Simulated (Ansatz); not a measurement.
Computed with Ansatz on PBE0-D4/def2-TZVP structures; ΔE is electronic, products minus reactants. CBS: MP2 limit from def2 TZ/QZ plus the TZ coupled-cluster correction, frozen cores. Functionals use def2-TZVPP. def2 core potentials past Kr. For Br, In, Y outer-core shells are correlated without core-valence functions, which leaves a few kJ/mol of doubt a bond. Scalar relativity is left out up to krypton. Each species was taken in one conformer, which may not be the lowest.

`[CH3][In]([OH])[Br]` + `[OH][Y]([OH])[OH]` → `C[O][Y]([OH])[OH]` + `[OH][InH][Br]`  (substitution at a C–In bond)

`[CH3][In]([OH])[Br]`:

Z-matrix (Å, degrees):
```
C
In 1 2.123
H 1 1.090 2 109.2
H 1 1.090 2 109.1 3 -119.2
H 1 1.088 2 109.4 3 120.6
O 2 1.976 1 125.9 3 55.1
Br 2 2.486 1 124.1 3 -125.0
H 6 0.961 2 111.8 1 180.0
```

`[OH][Y]([OH])[OH]`:

Cartesian coordinates in Å:
```
O 0.861 1.689 -0.721
Y 0.000 0.000 0.000
O -0.138 -0.293 2.002
O -0.723 -1.396 -1.281
H 1.265 2.481 -1.061
H -0.202 -0.428 2.942
H -1.063 -2.052 -1.881
```

`C[O][Y]([OH])[OH]`:

Cartesian coordinates in Å:
```
C 0.889 -1.819 0.907
O 0.326 -0.684 0.351
Y -0.479 0.978 -0.485
O -2.049 1.893 0.419
O 0.297 1.701 -2.215
H 1.749 -2.173 0.322
H 0.163 -2.642 0.959
H 1.241 -1.632 1.931
H -2.786 2.325 0.839
H 0.650 2.052 -3.027
```

`[OH][InH][Br]`:

Z-matrix (Å, degrees):
```
In
O 1 1.973
Br 1 2.454 2 109.4
H 1 1.701 2 127.1 3 -180.0
H 2 0.960 1 113.2 3 180.0
```

(1) Is it downhill or uphill in electronic energy at CCSD(T)/CBS, and by how much? (Best estimate.)

(2) What do these levels give: BHLYP-D4, ωB97X-V, PBE-QIDH, PBE, PBE0, SCS-MP2/def2-QZVPP? (Best estimate.)

Largest T1 diagnostic among the species: 0.014.

Results:

(1) The calculation gave: Uphill: ΔE = +1.02 eV.

(2) Computed: BHLYP-D4 0.88, ωB97X-V 0.89, PBE-QIDH 0.97, PBE 0.91, PBE0 0.91, SCS-MP2/def2-QZVPP 1.02 eV.

Leaving LDA and LC-ωPBE aside and taking each functional with its dispersion term where it has one, the values, not all of them listed here, spread over 0.16 eV, from B97M-V to PBE-QIDH. LDA lies −0.04 eV from PBE without D4. In def2-TZVPP, CCSD(T) changes the Hartree–Fock value by +0.19 eV (the triples alone add +0.02 eV) and MP2 by +0.31 eV.
